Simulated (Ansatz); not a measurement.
`NB(Cl)Br` + silanol → `[SiH3]OB(Cl)Br` + NH₃ at 500 K and 1 bar (ligand exchange at a B–N bond).

Computed with Ansatz on PBE0-D4/def2-TZVP structures; ΔE is electronic, products minus reactants. CBS: MP2 limit from def2 TZ/QZ plus the TZ coupled-cluster correction, frozen cores. This one scheme is used for every species. For Br outer-core shells are correlated without core-valence functions, which leaves a few kJ/mol of doubt a bond. Scalar relativity is left out up to krypton. Each species was taken in one conformer, which may not be the lowest.

| species | CCSD(T)/CBS energy (Eh) | H − E (kJ/mol) | S (J/(mol·K)) |
| --- | --- | --- | --- |
| `NB(Cl)Br` | -3113.92934 | 120.0 | 353.8 |
| `O[SiH3]` | -366.69042 | 127.5 | 292.9 |
| `[SiH3]OB(Cl)Br` | -3424.11513 | 139.7 | 426.2 |
| NH₃ | -56.50880 | 108.2 | 211.8 |

H − E and S are ideal-gas, rigid-rotor, harmonic terms from PBE0-D4/def2-TZVP, for one conformer and one mirror image of each species. 1 Eh = 2625.50 kJ/mol, R = 8.31446 J/(mol·K).

Q: By hand: ΔE, ΔH, ΔS and ΔG.

A: ΔE = (-3424.11513) + (-56.50880) − (-3113.92934) − (-366.69042) = -0.00417 Eh = -10.9 kJ/mol. Δ(H − E) = 139.7 + 108.2 − 120.0 − 127.5 = 0.4, so ΔH = -10.5 kJ/mol. ΔS = 426.2 + 211.8 − 353.8 − 292.9 = -8.7 J/(mol·K). ΔG = -10.5 − 500 × (-8.7)/1000 = -6.2 kJ/mol.

Q: By hand: the equilibrium constant, and the temperature at which ΔG would vanish if ΔH and ΔS stayed fixed.

A: log₁₀ K = −ΔG/(RT ln 10) = 0.6. ΔG = 0 at ΔH/ΔS = 1207 K, though so small a ΔS makes that figure unsure.

TΔS isn't small against ΔH here. A doubt of 5 kJ/mol in ΔE shifts log₁₀ K by 0.5 here. Other conformers and mirror images would add mixing entropy, several J/(mol·K) or more a flexible species. These are equilibria of isolated gas molecules and say nothing of rates. Largest T1 diagnostic: 0.011 (customary marks: 0.02 for closed shells, 0.045 for open ones).
